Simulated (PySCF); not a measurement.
Choosing a molecule for a target property.

All species are isolated and taken at one optimised geometry, non-relativistic unless stated; the electronic structure was computed with PySCF and density fitting.

Dipoles, sizes and rotational constants follow the conformer. The torsions of the flexible species, by atom-mapped SMILES:
- `[CH3:1][NH:2][C:3](=[O:4])[CH:5]1[CH2:6][O:7][CH2:8]1`: C1–N2–C3–O4 0°, N2–C3–C5–C6 -68°
- `[CH3:1][O:2][CH2:3]/[CH:4]=[N:5]/[C:6]([CH3:7])=[O:8]`: C1–O2–C3–C4 72°, O2–C3–C4–N5 -145°, C4–N5–C6–C7 -109°
- `[CH3:1][O:2][C@H:3]([CH2:4][OH:5])[CH2:6][C:7]#[N:8]`: C1–O2–C3–C4 -157°, O2–C3–C4–O5 -60°, O2–C3–C6–C7 -163°, H–O5–C4–C3 55°

(1) Wanted: HOMO–LUMO gap below 6.9 eV (B3LYP/def2-SVPD) and electronic spatial extent ⟨r²⟩ about the centre of nuclear charge below 1110 bohr² (B3LYP/def2-SVPD), at GFN2-xTB geometries. Which candidate meets both?
A. `CNC(=O)C1COC1`
B. `CC1[C@H](C=1)C`
C. `CO[C@H](CO)CC#N`
D. `COC/C=N/C(C)=O`

Results:

(1) B. Computed values:
```csv
species,HOMO–LUMO gap,electronic spatial extent ⟨r²⟩ about the centre of nuclear charge
COC/C=N/C(C)=O,5.67 eV,1429 bohr²
CC1[C@H](C=1)C,6.78 eV,469 bohr²
CNC(=O)C1COC1,7.01 eV,1099 bohr²
CO[C@H](CO)CC#N,7.82 eV,1127 bohr²
```
